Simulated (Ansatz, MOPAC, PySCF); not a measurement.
System: GeCl (charge 0, doublet). SMILES: [Cl][Ge]
Geometry: optimised at B3LYP-D3(BJ)/def2-TZVP (Ansatz, a program for electronic structure).

Property: size of the dipole moment, in D. Conventions: no spin-orbit coupling; open shells spin-unrestricted; non-relativistic; LANL2DZ with its own core potentials from Na on; 6-31G* and kin with 6d, 5d where marked. First-principles rows: single points at B3LYP-D3(BJ) geometries (Ansatz). Semi-empirical rows: dipoles at the shared geometry.

```json
[
 {"level": "PM3", "program": "MOPAC", "size of the dipole moment (D)": "1.88"},
 {"level": "PM6", "program": "MOPAC", "size of the dipole moment (D)": "1.83"},
 {"level": "MNDO", "program": "MOPAC", "size of the dipole moment (D)": "3.86"},
 {"level": "SVWN5/6-31G* with LANL2DZ past Ar", "program": "Ansatz", "size of the dipole moment (D)": "1.81"},
 {"level": "PBE/STO-3G", "program": "Ansatz", "size of the dipole moment (D)": "1.88"},
 {"level": "PBE/6-31G* with LANL2DZ past Ar", "program": "Ansatz", "size of the dipole moment (D)": "1.78"},
 {"level": "BP86/6-31G* with LANL2DZ past Ar (5d)", "program": "PySCF", "size of the dipole moment (D)": "1.79"},
 {"level": "B3LYP/3-21G", "program": "Ansatz", "size of the dipole moment (D)": "2.45"},
 {"level": "B3LYP/LANL2DZ", "program": "Ansatz", "size of the dipole moment (D)": "2.38"},
 {"level": "B3LYP/6-31G*", "program": "Ansatz", "size of the dipole moment (D)": "1.82"},
 {"level": "B3LYP/def2-SVP", "program": "Ansatz", "size of the dipole moment (D)": "1.56"},
 {"level": "B3LYP/6-31G* with LANL2DZ past Ar", "program": "Ansatz", "size of the dipole moment (D)": "2.08"},
 {"level": "PBE0/6-31G* with LANL2DZ past Ar", "program": "Ansatz", "size of the dipole moment (D)": "2.14"},
 {"level": "M06-2X/6-31G* with LANL2DZ past Ar (5d)", "program": "PySCF", "size of the dipole moment (D)": "2.44"}
]
```

No value to compare with is used here. The 14 habitual levels span 1.56 (B3LYP/def2-SVP) to 3.86 D (MNDO).

The levels are drawn from those run, B3LYP/6-31G* more often than the rest, none by its result; runs whose electronic state is in doubt are left out.
